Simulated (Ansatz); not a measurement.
Consider the cleavage of the Si–Si bond: `[SiH3][SiH2][SiH2][GeH2][SiH2][GeH3]` + `C[AsH]C` → `C[As](C)[SiH3]` + `[SiH3][SiH2][GeH2][SiH2][GeH3]`.

Calculated with Ansatz (gas phase, PBE0-D4/def2-TZVP geometries, no zero-point term in ΔE). CCSD(T)/CBS adds triple-zeta CCSD(T) − MP2 to the extrapolated MP2 energy (def2 sets, frozen cores). Functionals use def2-TZVPP. HSE06 is defined as in plane-wave codes. For As, Ge outer-core shells are correlated without core-valence functions, which leaves a few kJ/mol of doubt a bond. Scalar relativity is left out up to krypton. Each species was taken in one conformer, which may not be the lowest.

| level | ΔE (kcal/mol) |
| --- | --- |
| B97M-V | -2.0 |
| HSE06-D4 | -2.9 |
| r2SCANh | -3.9 |
| CCSD/def2-TZVPP | -3.8 |

What does CCSD(T)/CBS give? (Estimate.)

The calculation gave: -4.1 kcal/mol. The listed levels differ from it by 2.1, 1.2, 0.2, 0.3 kcal/mol.

Largest T1 diagnostic among the species: 0.013.

At CCSD(T), def2-SVP lies +1.1 kcal/mol from the extrapolated value and def2-TZVPP +0.3 kcal/mol. The D4 term adds +0.8 kcal/mol with B3LYP and +0.6 kcal/mol with PBE0; it sums over pairs of atoms, weighted by their polarisabilities, and B3LYP, whose exchange is more repulsive, gets the larger term.

B3LYP here is the variant with VWN-RPA as its local correlation; programs differ in this.
